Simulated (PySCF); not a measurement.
# Computed records: CH₆NOSi, CH₅ClOSi, CH₆OSi

Computed with PySCF 2.14.0. Calculation on a computer-drawn molecule: the log of a Hartree-Fock and frozen-core CCSD(T) single point meant for a local Hartree-Fock minimum, with one planted fault or none, to be diagnosed. Offsets are logged minus clean, where the clean run is the same molecule without the fault. The reference is restricted for singlets and unrestricted otherwise, and also for a bond in bohr or an excited solution. Adding or removing an electron swaps singlet and doublet. The excited solution moves the top pair (singlet) or top alpha electron (doublet) to the lowest empty orbital. Highest occupied and lowest empty are orbital energies over both spins, largest force is the largest gradient component, triples share is (T) over the correlation energy, the T1 limit is 0.02 restricted and 0.045 unrestricted, electrons count all cores, a negative frequency is imaginary (commonest isotopes), and the dipole is about the centre of nuclear charge.

Common to all runs: meant charge 0; meant basis cc-pV(D+d)Z; logged SCF converged yes; possible faults no fault, one electron removed, one electron added, multiplicity raised by two, geometry at a saddle point, SCF held on an excited solution, minimal basis STO-3G, one bond length entered in bohr, all coordinates scaled.

(1) 
```xyz
10
formula=CH6NOSi meant_multiplicity=2 logged_electrons=41 logged_basis_functions=95 logged_spin_squared=0.8151 logged_highest_occupied=-2.8325 logged_lowest_empty=-0.7098 logged_largest_force=0.036682 logged_dipole_magnitude=2.7017 logged_SCF_stable_within_its_kind=no logged_energy_HF=-459.38943 planted_fault=SCF_held_on_an_excited_solution HF_energy_offset_from_clean_run=122.9
O      0.7136    -0.0520     1.4187
C      0.9420    -0.5192     0.1160
N      0.0691     0.1328    -0.8023
Si    -1.5677    -0.3361    -1.1077
H      1.3196    -0.4702     2.0136
H      1.9822    -0.3345    -0.1709
H      0.7667    -1.5986     0.0617
H      0.3035     1.0984    -0.9426
H     -2.4390    -0.4434     0.0929
H     -2.1251     0.6731    -2.0400
```

Units: logged_highest_occupied, logged_lowest_empty in eV; logged_largest_force in hartree/bohr; logged_dipole_magnitude in debye; logged_energy_HF in hartree; HF_energy_offset_from_clean_run in kcal/mol.

Drawn bonds:
```csv
atom,other atom,order
1,2,1
2,3,1
3,4,1
1,5,1
2,6,1
2,7,1
3,8,1
4,9,1
4,10,1
```

Notes: coupled-cluster numbers left out as unreliable.

(2) 
```xyz
9
formula=CH5ClOSi meant_multiplicity=1 logged_electrons=50 logged_basis_functions=99 logged_spin_squared=0.9559 logged_highest_occupied=-9.0471 logged_lowest_empty=-0.71645 logged_largest_force=0.0054123 logged_T1_diagnostic=0.022695 logged_D1_diagnostic=0.14415 logged_triples_share=0.022365 logged_CC_converged=yes logged_dipole_magnitude=1.834 logged_SCF_stable_within_its_kind=yes logged_energy_HF=-863.9964 logged_energy_CCSD(T)=-864.59953
O      0.3994     2.3505     0.8356
C      1.3665     1.3426     0.6423
Si     1.4017     0.6873    -1.1276
Cl     2.6019     3.4708    -3.6039
H     -0.4663     1.9798     0.7508
H      1.2256     0.5062     1.3406
H      2.3343     1.7837     0.8866
H      2.3329    -0.4513    -1.2445
H      0.0415     0.2868    -1.5403
```

Units: logged_highest_occupied, logged_lowest_empty in eV; logged_largest_force in hartree/bohr; logged_dipole_magnitude in debye; logged_energy_HF, logged_energy_CCSD(T) in hartree.

Drawn bonds:
```csv
atom,other atom,order
1,2,1
2,3,1
3,4,1
1,5,1
2,6,1
2,7,1
3,8,1
3,9,1
```

(3) 
```xyz
9
formula=CH6OSi meant_multiplicity=1 logged_electrons=35 logged_basis_functions=81 logged_spin_squared=0.7582 logged_highest_occupied=3.4587 logged_lowest_empty=9.4305 logged_largest_force=0.036794 logged_T1_diagnostic=0.032522 logged_D1_diagnostic=0.198 logged_triples_share=0.026011 logged_CC_converged=yes logged_dipole_magnitude=3.8654 logged_SCF_stable_within_its_kind=yes logged_energy_HF=-405.00238 logged_energy_CCSD(T)=-405.51649
O      0.3594    -0.7230     2.9569
C      0.4908    -1.4320     1.7396
Si    -0.2921    -0.4895     0.2897
H     -0.5506    -0.7109     3.2136
H      0.0811    -2.4464     1.8209
H      1.5619    -1.5507     1.5647
H     -1.7213    -0.2327     0.6015
H      0.3902     0.8083     0.0873
H     -0.2066    -1.2912    -0.9560
```

Units: logged_highest_occupied, logged_lowest_empty in eV; logged_largest_force in hartree/bohr; logged_dipole_magnitude in debye; logged_energy_HF, logged_energy_CCSD(T) in hartree.

Drawn bonds:
```csv
atom,other atom,order
1,2,1
2,3,1
1,4,1
2,5,1
2,6,1
3,7,1
3,8,1
3,9,1
```

Notes: highest electron not bound in this basis.

(4) 
```xyz
9
formula=CH6OSi meant_multiplicity=1 logged_electrons=34 logged_basis_functions=25 logged_spin_squared=0 logged_highest_occupied=-8.5099 logged_lowest_empty=13.569 logged_largest_force=0.069886 logged_T1_diagnostic=0.0058743 logged_D1_diagnostic=0.018726 logged_triples_share=0.0080323 logged_CC_converged=yes logged_dipole_magnitude=1.4284 logged_SCF_stable_within_its_kind=yes logged_energy_HF=-400.31986 logged_energy_CCSD(T)=-400.49417
O      0.3594    -0.7230     2.9569
C      0.4908    -1.4320     1.7396
Si    -0.2921    -0.4895     0.2897
H     -0.5506    -0.7109     3.2136
H      0.0811    -2.4464     1.8209
H      1.5619    -1.5507     1.5647
H     -1.7213    -0.2327     0.6015
H      0.3902     0.8083     0.0873
H     -0.2066    -1.2912    -0.9560
```

Units: logged_highest_occupied, logged_lowest_empty in eV; logged_largest_force in hartree/bohr; logged_dipole_magnitude in debye; logged_energy_HF, logged_energy_CCSD(T) in hartree.

Drawn bonds:
```csv
atom,other atom,order
1,2,1
2,3,1
1,4,1
2,5,1
2,6,1
3,7,1
3,8,1
3,9,1
```

## Withheld values
1. Give the missing planted fault for CH₅ClOSi (entry 2).
2. Which fault was planted in the run of CH₆OSi (entry 3)?
3. CH₆OSi (entry 4): planted fault?

## Answers
1. one bond length entered in bohr, row 3 of the drawn bonds
2. one electron added
3. minimal basis STO-3G

Further results for CH₅ClOSi (entry 2):

- HF energy offset from clean run: 81.59 kcal/mol
- CCSD(T) energy offset from clean run: 97.47 kcal/mol

Further results for CH₆OSi (entry 3):

* HF energy offset from clean run: 88.43 kcal/mol
* CCSD(T) energy offset from clean run: 74.88 kcal/mol

Further results for CH₆OSi (entry 4):

* HF energy offset from clean run: 3027 kcal/mol
* CCSD(T) energy offset from clean run: 3226 kcal/mol
